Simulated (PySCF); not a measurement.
Input of a run (PBE0-D3(BJ)/def2-SVP geometry optimisation, gas phase (PySCF 2.14.0)), started from GFN2-xTB:
```
{"job": {"xc": "PBE0", "basis": "def2-SVP", "d3": "d3bj", "grid": 1, "shake": 0.01, "kind": "geom"}, "charge": 0, "multiplicity": 1}
C      3.257740     1.494230     0.569640
C      2.734290     0.598110    -0.034800
Si     1.939220    -0.801500    -0.971880
O      0.634500    -0.288270    -1.699500
Si    -0.943690     0.132720    -1.528260
O     -1.780880    -1.081890    -0.887250
Si    -1.837570    -2.224200     0.268060
O     -1.035120     1.432100    -0.561090
Si    -0.985450     2.023430     0.970880
H      3.671570     2.318600     1.100250
H      2.787190    -1.198540    -2.086910
H      1.655520    -1.872920    -0.006490
H     -1.515270     0.476180    -2.819330
H     -1.046680    -3.352710    -0.165030
H     -1.355920    -1.706570     1.542620
H     -3.271500    -2.531990     0.323790
H     -2.144240     1.536740     1.692760
H      0.249080     1.602040     1.606570
H     -1.043520     3.451490     0.721900
```

Output (energies in Eh, forces in Eh/bohr):
```
step   0  E = -1464.62151181  max force = 0.046458
step   1  E = -1464.63735809  max force = 0.008173
step   2  E = -1464.63774546  max force = 0.002165
step   3  E = -1464.63782006  max force = 0.000807
step   4  E = -1464.63792119  max force = 0.001974
step   5  E = -1464.63806117  max force = 0.003241
step   6  E = -1464.63820229  max force = 0.003816
step   7  E = -1464.63836564  max force = 0.002320
step   8  E = -1464.63849928  max force = 0.002367
step   9  E = -1464.63857832  max force = 0.001648
step  10  E = -1464.63865542  max force = 0.001357
step  11  E = -1464.63877099  max force = 0.001414
step  12  E = -1464.63879388  max force = 0.001500
step  13  E = -1464.63887122  max force = 0.000817
step  14  E = -1464.63889914  max force = 0.000596
step  15  E = -1464.63892199  max force = 0.000805
step  16  E = -1464.63895858  max force = 0.000876
step  17  E = -1464.63899478  max force = 0.001087
step  18  E = -1464.63900971  max force = 0.000983
step  19  E = -1464.63902445  max force = 0.000774
step  20  E = -1464.63904805  max force = 0.001024
step  21  E = -1464.63907015  max force = 0.001133
step  22  E = -1464.63914884  max force = 0.001615
step  23  E = -1464.63925832  max force = 0.001562
step  24  E = -1464.63946245  max force = 0.000951
step  25  E = -1464.63948789  max force = 0.001947
step  26  E = -1464.63968289  max force = 0.004511
step  27  E = -1464.63998149  max force = 0.003244
step  28  E = -1464.63986718  max force = 0.001462
step  29  E = -1464.64043249  max force = 0.001025
step  30  E = -1464.64053064  max force = 0.001019
step  31  E = -1464.64060440  max force = 0.000824
step  32  E = -1464.64071114  max force = 0.000693
step  33  E = -1464.64105999  max force = 0.001988
step  34  E = -1464.63985755  max force = 0.003201
step  35  E = -1464.64116838  max force = 0.002188
step  36  E = -1464.64077633  max force = 0.004930
step  37  E = -1464.64142766  max force = 0.001355
step  38  E = -1464.64155918  max force = 0.000673
step  39  E = -1464.64159442  max force = 0.000564
step  40  E = -1464.64161547  max force = 0.000482
step  41  E = -1464.64161644  max force = 0.000550
step  42  E = -1464.64161839  max force = 0.000429
optimisation converged
```

Question: Summarise the run.

Answer: The energy falls by 12.6 kcal/mol over 43 energy and gradient evaluations, the largest force component goes from 0.0465 to 4.3e-04 Eh/bohr, and the atoms move by 1.465 Å rms after alignment. The bond that changes most is Si3–O4 (oxygen-bound silicon to siloxane oxygen), which lengthens by 0.079 Å. Bonds longer at the end by more than 0.005 Å: 17 of 18; shorter: 1. Among the angles that change most is Si3–O4–Si5, from 146.0° to 135.8°. Among the dihedrals that turn most is C2–Si3–O4–Si5, from -77° to 22°. The energy rose by more than 1e-6 Eh at steps 28, 34 and 36. The first step brought 79 % of the lowering.

Question: What are the final bond lengths?

Answer: C1≡C2 1.218 Å, C2–Si3 1.840 Å, Si3–O4 1.659 Å, O4–Si5 1.653 Å, Si5–O6 1.642 Å, O6–Si7 1.661 Å, Si5–O8 1.640 Å, O8–Si9 1.661 Å, C1–H10 1.076 Å, Si3–H11 1.488 Å, Si3–H12 1.486 Å, Si5–H13 1.472 Å, Si7–H14 1.493 Å, Si7–H15 1.492 Å, Si7–H16 1.491 Å, Si9–H17 1.491 Å, Si9–H18 1.494 Å, Si9–H19 1.490 Å. Numbering counts from 1 in the input's order; the species is `C#C[SiH2]O[SiH](O[SiH3])O[SiH3]`.

The run used 192 basis functions and 316 SCF cycles in all.

No frequency check. The numbers are those of one conformer.
